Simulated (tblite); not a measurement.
Task: Write Cartesian coordinates for InChI=1S/C6H12P2S/c1-3-5-8(2,9)6-4-7/h1H,4-7H2,2H3/t8-/m1/s1 as optimised with GFN2-xTB.

Result: 
```xyz
21
C6H12P2S angstrom
C     -3.3202    1.6404    0.5139
C     -2.3219    1.0344    0.7777
C     -1.1050    0.3029    1.0322
P     -0.2766    0.0016   -0.6070
C     -1.4659   -1.1238   -1.4352
S      0.1697    1.5747   -1.6458
C      1.1554   -1.1132   -0.2210
C      2.4302   -0.3253    0.0400
P      2.2986    0.7330    1.5729
H     -4.1958    2.1815    0.3125
H     -1.3187   -0.6562    1.5130
H     -0.4345    0.8878    1.6707
H     -1.6189   -2.0401   -0.8683
H     -1.0835   -1.3563   -2.4287
H     -2.4088   -0.5864   -1.5378
H      1.2888   -1.7552   -1.0991
H      0.9004   -1.7425    0.6360
H      2.6512    0.3127   -0.8207
H      3.2641   -1.0184    0.1903
H      3.6007    1.2148    1.4820
H      1.7819    1.8504    0.9222
```

Any rigid rotation of these coordinates is as good. Atoms count from 1 in this order. P4 (phosphorus bonded to 3 C and S) is distorted tetrahedral (angles from 102.0° to 116.3°). The 4 C–P bonds span 1.835 Å (P4–C5, drawn single) to 1.867 Å (C8–P9, drawn single), a spread of 0.032 Å. Of the pairs four or more bonds apart, P9···H12 is among the closest relative to their van der Waals radii: 2.74 Å, 91 % of the sum of Bondi's values. P9 (phosphine phosphorus) is pyramidal (angles 95.6°, 94.4° and 92.2°, sum 282.2°, 0.81 Å off the plane of its three neighbours).

Bonds between heavy atoms (Å): C1≡C2 1.197, C2–C3 1.442, C3–P4 1.861, P4–C5 1.835, P4=S6 1.937, P4–C7 1.855, C7–C8 1.521, C8–P9 1.867.

Structure optimised with GFN2-xTB, isolated species.

Point group: C1 (no symmetry element, even within 0.4 Å). Its GFN2-xTB frequencies are all real (lowest 41 cm⁻¹). One conformer, not necessarily the lowest (C2–C3–P4–C5 -66°, C3–P4–C7–C8 -93°, P4–C7–C8–P9 65°, C7–C8–P9–H 178° and -89°). 3 starts were optimised and ended at 0.00, 0.24 and 0.24 kcal/mol (GFN2-xTB); the lowest of these is shown.

All values are computed, not measured.
